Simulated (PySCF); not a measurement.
These are B3LYP-D3(BJ)/def2-TZVP (PySCF 2.14.0) values and carry that method's errors. Gas-phase values, no solvent. One relaxed conformer stands for a flexible species; it need not be the lowest. B3LYP has the VWN-RPA correlation part, as in Gaussian. Excitations are Tamm–Dancoff values on a coarser integration grid. The basis has no diffuse functions, so Rydberg states are missing or too high.

Reference species (SMILES): `C/C=[SiH]\O` (C–Si–O–H torsion 0°) (neutral, multiplicity 1).

| Quantity | Result |
|---|---|
| HOMO–LUMO gap | 5.25 eV |
| HOMO | -5.59 eV |
| S1 excitation (TDA) | 4.29 eV |

After one change: the HOMO–LUMO gap falls by 0.07 eV; the HOMO goes up by 0.03 eV; the S1 excitation (TDA) rises by 0.14 eV.

Which change was made? The new species is one of these.
(A) `C=CO[SiH3]` (C–C–O–Si torsion 180°)
(B) `CC(O)=[SiH2]` (Si–C–O–H torsion 17°)
(C) `C=C[SiH2]O` (C–C–Si–O torsion -7°, C–Si–O–H torsion -69°)
(D) `C/C=[SiH]/O` (C–Si–O–H torsion 0°)

D, `C/C=[SiH]/O` (C–Si–O–H torsion 0°)
